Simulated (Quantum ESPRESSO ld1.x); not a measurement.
ld1.x (Quantum ESPRESSO 7.5) input

```
 &input
    zed=48.0,
    iswitch=1,
    rel=2,
    dft='SLA-VWN',
    config='[Kr] 4d7 5s2 5p2',
    rel_dist='average',
    verbosity='high',
    lsmall=.true.,
    prefix='ld1',
    max_out_wfc=37,
    file_charge='ld1.rho',
 /
```

Command: `OMP_NUM_THREADS=1 ld1.x < ld1.in > ld1.out`

It prints (banner and zero overlaps left out):

```
     Program LD1 v.7.5 starts

     --------------------------- All-electron run ----------------------------

     dirac relativistic calculation

     atomic number is 48.00
     dft =SLA-VWN   lsd =0 sic =0 latt =0  beta=0.20 tr2=1.0E-14
     Exchange-correlation= SLA-VWN
                           (   1   2   0   0   0   0   0)
     mesh =2061 r(mesh) = 100.36354 a.u. xmin = -8.00 dx = 0.00800
     1 Ry =  13.60569312 eV, c = 137.03599908

     n l j   nl                  e(Ry)          e(Ha)          e(eV)
     Spin orbit split results
     1 0 0.5 1S 1( 2.00)   -1948.180305676    -974.090152838 -26506.3433873
     2 0 0.5 2S 1( 2.00)    -291.114412211    -145.557206106  -3960.8133562
     2 1 0.5 2P 1( 2.00)    -271.314808091    -135.657404045  -3691.4260186
     2 1 1.5 2P 1( 4.00)    -257.192002762    -128.596001381  -3499.2754633
     3 0 0.5 3S 1( 2.00)     -55.977527295     -27.988763648   -761.6130582
     3 1 0.5 3P 1( 2.00)     -48.036756133     -24.018378067   -653.5733626
     3 1 1.5 3P 1( 4.00)     -45.512348821     -22.756174410   -619.2270514
     4 0 0.5 4S 1( 2.00)      -9.777196017      -4.888598009   -133.0255286
     4 1 0.5 4P 1( 2.00)      -7.184995348      -3.592497674    -97.7568418
     4 1 1.5 4P 1( 4.00)      -6.731450506      -3.365725253    -91.5860499
     3 2 1.5 3D 1( 4.00)     -31.413358204     -15.706679102   -427.4005117
     3 2 2.5 3D 1( 6.00)     -30.899448997     -15.449724498   -420.4084207
     4 2 1.5 4D 1( 2.80)      -2.676026779      -1.338013390    -36.4091991
     4 2 2.5 4D 1( 4.20)      -2.613409166      -1.306704583    -35.5572431
     5 0 0.5 5S 1( 2.00)      -1.427493262      -0.713746631    -19.4220353
     5 1 0.5 5P 1( 0.67)      -0.890958243      -0.445479122    -12.1221044
     5 1 1.5 5P 1( 1.33)      -0.845742066      -0.422871033    -11.5069070
     Averaged results
     1 0     1S 1( 2.00)   -1948.180305676    -974.090152838 -26506.3433873
     2 0     2S 1( 2.00)    -291.114412211    -145.557206106  -3960.8133562
     2 1     2P 1( 6.00)    -261.899604538    -130.949802269  -3563.3256484
     3 0     3S 1( 2.00)     -55.977527295     -27.988763648   -761.6130582
     3 1     3P 1( 6.00)     -46.353817925     -23.176908962   -630.6758218
     4 0     4S 1( 2.00)      -9.777196017      -4.888598009   -133.0255286
     4 1     4P 1( 6.00)      -6.882632120      -3.441316060    -93.6429805
     3 2     3D 1(10.00)     -31.105012680     -15.552506340   -423.2052571
     4 2     4D 1( 7.00)      -2.638456211      -1.319228106    -35.8980255
     5 0     5S 1( 2.00)      -1.427493262      -0.713746631    -19.4220353
     5 1     5P 1( 2.00)      -0.860814125      -0.430407063    -11.7119728

     final scf error:  7.8E-15 reached in  40 iterations

     Etot =  -11177.728625 Ry,   -5588.864313 Ha, -152080.745484 eV

     Ekin =   11719.108965 Ry,    5859.554482 Ha,  159446.600253 eV
     Encl =  -27039.612561 Ry,  -13519.806280 Ha, -367892.670668 eV
     Eh   =    4439.444857 Ry,    2219.722428 Ha,   60401.724354 eV
     Exc  =    -296.669886 Ry,    -148.334943 Ha,   -4036.399423 eV
```

Run on one thread of a shared host, so times are rough (Intel(R) Xeon(R) Processor @ 2.60GHz): 0.73 s of CPU time, 1.9 s wall, 40 iterations on 2061 mesh points.
